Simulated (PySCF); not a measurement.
# Reading the logs of faulty runs: BH4NOSi

All numbers below are calculated, not measured. The program is PySCF 2.14.0, an open-source quantum chemistry code, run on an isolated molecule that a program drew, which may never have been made. The molecule is BH4NOSi (charge 0, singlet), drawn as the SMILES string `N[SiH2]B=O`.

Each row is a Hartree-Fock (HF) and frozen-core CCSD(T) single point in the cc-pV(D+d)Z basis, meant for a local HF minimum. Run 1 is clean. Each other run has one planted mistake out of seven kinds, and not every kind appears here: one electron removed, one electron added, multiplicity raised by two, geometry at a saddle point, minimal basis STO-3G, one bond length entered in bohr, all coordinates scaled. The reference is restricted for singlets and unrestricted otherwise, and also for a bond in bohr. Adding or removing an electron swaps singlet and doublet. Electrons count all cores. HOMO and LUMO are orbital energies over both spins, the gradient is its largest component, and the lowest frequency (negative if imaginary) is given only where the gradient is small. Bond lengths are over the 7 bonds as drawn. T1 is the CCSD diagnostic: over 0.02 (restricted) or 0.045 (unrestricted) a single reference is doubtful.

Geometry of the clean run:
```xyz
8
BH4NOSi, angstrom
N    -1.5991    0.3433    0.6103
Si   -1.2876   -1.1537   -0.1699
B     0.5065   -1.0061   -1.0953
O     1.5637   -0.9245   -1.6293
H    -2.5303    0.5385    0.9289
H    -0.9281    0.7259    1.2505
H    -1.2095   -2.3513    0.6990
H    -2.3284   -1.3833   -1.1903
```

```
run,electrons,basis functions,<S^2>,HOMO (eV),LUMO (eV),gradient (hartree/bohr),lowest frequency (cm^-1),mean bond (Å),longest bond (Å),T1,HF (hartree),CCSD(T) (hartree),mistake
1,38,85,0.000,-11.48,2.64,4.6e-05,140,1.4131,2.024,0.0170,-445.34832,-445.92752,no fault
2,37,85,0.763,-17.90,-7.33,7.8e-02,-,1.4131,2.024,0.0310,-445.00757,-445.55575,one electron removed
3,38,85,2.016,-4.02,-1.21,9.2e-02,-,1.4131,2.024,0.0331,-445.14084,-445.70876,multiplicity raised by two
4,39,85,0.759,1.61,8.62,7.7e-02,-,1.4131,2.024,0.0237,-445.26893,-445.86237,one electron added
5,38,28,0.000,-8.56,9.73,2.9e-02,-,1.4131,2.024,0.0169,-439.95013,-440.18976,?
```

**Which mistake was planted in run 5, and what did it cost?**

It has 28 basis functions where the clean run has 85, with the same electrons and geometry. So the mistake is: minimal basis STO-3G. Subtracting run 1 and multiplying by 627.51 kcal/mol a hartree, the energy moved by 3387.4 kcal/mol in HF and 3600.5 kcal/mol in CCSD(T).

Cautions from the logs. Run 4: the HOMO is above zero, so the electron isn't bound and the energy depends on the basis.
